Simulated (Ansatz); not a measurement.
`[CH3][GeH2][I]` + CH₃OH → `C[O][GeH2][I]` + CH₄  (ligand exchange at a Ge–C bond)

Computed with Ansatz on PBE0-D4/def2-TZVP structures; ΔE is electronic, products minus reactants. CCSD(T)/CBS is the MP2 limit (def2-TZVPP, def2-QZVPP) plus CCSD(T) − MP2 in def2-TZVPP, frozen cores. This one scheme is used for every species. DFT in def2-TZVPP. HSE06 is defined as in plane-wave codes. Elements past krypton have def2 core potentials. For Ge, I outer-core shells are correlated without core-valence functions, which leaves a few kJ/mol of doubt a bond. Scalar relativity is left out up to krypton. Each species was taken in one conformer, which may not be the lowest.

Q: Is it downhill or uphill in electronic energy at CCSD(T)/CBS, and by how much? (Estimate.)

A: The calculation gave: Downhill: ΔE = -7.6 kcal/mol.

Q: What do these levels give: LDA (SPW92), revPBE-D4, r2SCANh-D4, B2PLYP, PBE-QIDH, r2SCANh, r2SCAN0, HSE06, MP2/def2-TZVPP, SCS-MP2/def2-TZVPP, HF/def2-QZVPP, SCS-MP2/def2-QZVPP? (An estimate is asked.)

A: Ansatz gave: LDA (SPW92) -7.0, revPBE-D4 -8.0, r2SCANh-D4 -8.6, B2PLYP -9.1, PBE-QIDH -7.4, r2SCANh -8.4, r2SCAN0 -7.9, HSE06 -6.7, MP2/def2-TZVPP -8.4, SCS-MP2/def2-TZVPP -9.1, HF/def2-QZVPP -9.7, SCS-MP2/def2-QZVPP -8.8 kcal/mol.

Q: What do rigid-rotor, harmonic-oscillator terms from PBE0-D4/def2-TZVP frequencies (298.15 K, 1 bar) make of the CCSD(T)/CBS value? (An estimate is asked.)

A: Computed: ΔZPE = -1.0 kcal/mol, ΔH = -8.1 kcal/mol, ΔS = -13 J/(mol·K), ΔG = -7.2 kcal/mol. Modes under 50 cm⁻¹ make the entropy rough.

Largest T1 diagnostic among the species: 0.010.

Leaving LDA and LC-ωPBE aside and taking each functional with its dispersion term where it has one, the values, not all of them listed here, spread over 3.6 kcal/mol, from B97M-V to HSE06-D4. In def2-TZVPP, CCSD(T) changes the Hartree–Fock value by +1.2 kcal/mol (the triples alone add −0.2 kcal/mol) and MP2 by +1.1 kcal/mol.
